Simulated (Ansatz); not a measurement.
The N4–H6 bond of CH6BN (SMILES BNC) is stretched (multiplicity 1, the rest rigid).
Geometry at rest (charge 0, multiplicity 1):
```xyz
9

B     -0.17378     0.16936     1.35985
H     -1.04663     0.51555     2.09588
H      0.90497    -0.15003     1.76047
N     -0.42136     0.13750    -0.00246
C      0.50466    -0.25211    -1.05319
H     -1.33201     0.40682    -0.34423
H      0.67789     0.56737    -1.75578
H      0.12956    -1.11044    -1.61689
H      1.45669    -0.52593    -0.60231
```

Cores are frozen in the correlated methods.

The values were computed with Ansatz (Gaussian basis) for Hartree–Fock, density functionals and correlated methods. Values without a source in brackets are computed.

Energies above the point at 1.009 Å (the B3LYP-D3(BJ) bond length), FIC-MRCISD+Q on CASSCF(2,2)/cc-pVDZ (kcal/mol): 7.89 at 0.908 Å; 3.66 at 1.110 Å; 117.63 at 3.230 Å.

Task: Take the last value as the depth D of a Morse curve D(1 − e^(−a(R − R₀)))², fit a and R₀ to the two near points, and test it at 1.363 and 1.766 Å.

Result: 
With D = 117.6, both near points (counted from the curve's value at 1.009 Å) are met by a = 2.11 Å⁻¹ and R₀ = 1.018 Å, so k = 2Da² = 1047 kcal/(mol Å²). The curve then gives 31.4 and 74.1 kcal/mol; the level itself gives 31.8 and 77.7, so Morse is off by -0.4 and -3.6.

Ansatz is a first-principles code.
